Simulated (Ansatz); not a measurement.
The same path of C₂H₆SSi (10 atoms, charge 0, multiplicity 1) was run twice with different band settings. The coordinate that changes most is the dihedral Si2–S3–C4–H9.

Level of theory: Ansatz 0.2.0, RKS PBE-D4/6-31G*.

Relaxed end points:

```xyz
10
Properties=species:S:1:pos:R:3
C -0.482 1.511 0.215
Si -1.563 0.675 -1.150
S -0.698 -1.298 -1.215
C 0.692 -1.464 -0.015
H -0.584 0.995 1.189
H 0.595 1.509 -0.040
H -0.796 2.559 0.355
H 0.346 -1.277 1.013
H 1.506 -0.765 -0.260
H 1.066 -2.496 -0.089
```

```xyz
10
Properties=species:S:1:pos:R:3
C -0.058 1.565 -0.345
Si -1.585 0.671 -1.121
S -1.233 -1.365 -0.508
C 0.316 -1.513 0.482
H -0.035 1.461 0.757
H 0.899 1.162 -0.728
H -0.092 2.642 -0.582
H 0.419 -2.570 0.771
H 0.261 -0.893 1.390
H 1.191 -1.212 -0.114
```

Common settings: spring 5.0 eV/Å²; optimiser quadratic models (default); start path IDPP; force threshold 0.05 eV/Å; iteration limit 60; end points relaxed.

| run | movable images | climbing image |
| --- | --- | --- |
| 1 | 5 | yes |
| 2 | 4 | no |

Task: What does each run give, and how far can it be trusted?

Result: Run 1: converged after 5 iterations, highest image 0.018 eV above the first end. A vibrational analysis at the climbing image gives one clearly imaginary mode, 57i cm⁻¹: a first-order saddle point.
Run 2: converged after 5 iterations, highest image 0.017 eV above the first end. No image climbed, so the highest image needn't sit at the top of the path.
